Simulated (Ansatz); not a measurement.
CH8GeN2O (SMILES C[O][GeH]([NH2])[NH2]), singlet, geometry from GFN2-xTB; CASSCF(6,6)/STO-3G (Ansatz, a program for electronic structure).

Input for Ansatz:
Ansatz 0.2 input:
```yaml
crystal:
  periodic: [false, false, false]
  atoms:
    - {symbol: Ge, position_ang: [0.23422223, -0.02531368, 0.36971444]}
    - {symbol: N, position_ang: [1.67765933, -1.02980467, 0.00594444]}
    - {symbol: N, position_ang: [0.70798311, 1.73011495, 0.40870509]}
    - {symbol: O, position_ang: [-0.90502273, -0.47859144, -0.92867208]}
    - {symbol: C, position_ang: [-2.29222226, -0.25609543, -0.93969811]}
    - {symbol: H, position_ang: [-0.38077136, -0.35375573, 1.70315488]}
    - {symbol: H, position_ang: [1.55761731, -1.71662613, -0.72356059]}
    - {symbol: H, position_ang: [2.54571006, -0.53667109, -0.13786728]}
    - {symbol: H, position_ang: [1.01997752, 2.12588456, -0.46775639]}
    - {symbol: H, position_ang: [0.05373845, 2.37277054, 0.83079257]}
    - {symbol: H, position_ang: [-2.52530359, 0.76968494, -1.24065206]}
    - {symbol: H, position_ang: [-2.74547858, -0.44342941, 0.03734207]}
    - {symbol: H, position_ang: [-2.72658284, -0.94468793, -1.66729699]}
basis:
  gaussian:
    orbitals: STO-3G
hamiltonian:
  xc: hf
magnetization: {spin_polarized: false}
correlation: {active_space: {window: {electrons: 6, orbitals: 6}}}
```

Output, abridged:

```
Functional definition: HF
578 factors; integrals over basis functions are off by at most 4.2e-5 eV
mean field evaluation 1: about -61908.2814 eV, gradient 2.6e1 eV
mean field evaluation 2: about -61908.4623 eV, gradient 2.6e1 eV
mean field evaluation 4: about -61910.8565 eV, gradient 1.6e0 eV
mean field evaluation 8: about -61910.8698 eV, gradient 3.6e-2 eV
mean field -61910.86976258 eV, -2275.1824990802 hartree, gradient 2.1e-6 eV, S^2 0.000000; 0 other end points of the search recorded, 0 dependent functions left out
reference -61910.86976258 eV, -2275.1824990802 hartree; 34, 34 occupied and 12, 12 virtual orbitals, 578 factors
state -61912.47598899 eV, -2275.2415268120 hartree
2 active orbitals were swapped for others, from the solution at -61912.27623854 eV, -2275.2341861184 hartree to that at -61912.47598899 eV, -2275.2415268120 hartree; typed "places" are swapped only where nearly empty or full, and so, without "given_window_search", are "orbital_numbers", "shells" and a window whose orbitals a file names under [Active]
Total energy: -61912.47598899 eV, -2275.2415268120 hartree
```
